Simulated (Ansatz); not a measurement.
Stepwise reaction of `[NH2][Ti]([NH2])([OH])[Cl]` with hydrogen chloride, as a gas-phase model of exchange steps in deposition or etching. ΔE in kJ/mol; ΔG adds harmonic PBE0-D4 terms to CCSD(T)/CBS, at 1 bar.

Gas-phase electronic energies from Ansatz, PBE0-D4/def2-TZVP geometries. CCSD(T)/CBS is the MP2 limit (def2-TZVPP, def2-QZVPP) plus CCSD(T) − MP2 in def2-TZVPP, frozen cores. This one scheme is used for every species. Functionals use def2-TZVPP. B3LYP here is the variant with VWN-RPA as its local correlation; programs differ in this. For Ti outer-core shells are correlated without core-valence functions, which leaves a few kJ/mol of doubt a bond. Scalar relativity is left out up to krypton. Each species was taken in one conformer, which may not be the lowest.

```json
{"step": "1", "reaction": "`[NH2][Ti]([NH2])([OH])[Cl]` + HCl → `[NH2][Ti]([OH])([Cl])[Cl]` + NH₃", "PBE-D4": "-94.0", "B3LYP-D4": "-93.4", "ωB97M-V": "-91.8", "CCSD(T)/CBS": "-91.6", "ΔG(500 K)": "-83.8"}
```

(1) Give the row of step 2, `[NH2][Ti]([OH])([Cl])[Cl]` + HCl → `[OH][Ti]([Cl])([Cl])[Cl]` + NH₃. (Best estimate.)

(2) By hand: ΔE of the 2 steps together at CCSD(T)/CBS.

Results:

(1) The calculation gave: 
```
step                                                              reaction  PBE-D4  B3LYP-D4  ωB97M-V  CCSD(T)/CBS  ΔG(500 K)
   2  `[NH2][Ti]([OH])([Cl])[Cl]` + HCl → `[OH][Ti]([Cl])([Cl])[Cl]` + NH₃   -74.4     -71.5    -67.9        -68.7      -59.1
```

(2) (-91.6) + (-68.7) = -160.3 kJ/mol, or -80.2 kJ/mol a step.

In ΔE each step is higher than the one before. All are downhill at CCSD(T)/CBS. ΔG lies between -83.8 and -59.1 kJ/mol a step. PBE-D4 differs from CCSD(T)/CBS by -5.7 to -2.4 kJ/mol a step. Only this route is followed, and other bonds may react first. Isolated molecules leave out the surface, adducts and barriers. Largest T1 diagnostic: 0.024.
